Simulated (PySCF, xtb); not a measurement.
CH10FNSi3, SMILES C[Si@H](F)N([SiH3])[SiH3].

GFN2-xTB in xtb 6.7.1 at its own geometry gives an orbital gap of 4.73 eV and a dipole moment of 1.73 D.

Geometry optimised at TPSSh-D3(BJ)/def2-SVP. The structure was generated by enumeration; whether it is a known compound was not checked. Other conformers were not sampled.

**Question.** What does r2SCAN/def2-TZVP run with PySCF give? (An estimate is asked for; the answer gives what the named calculation found.)

**Answer.** gap 6.06 eV (levels -6.66 and -0.60 eV), dipole 1.55 D.
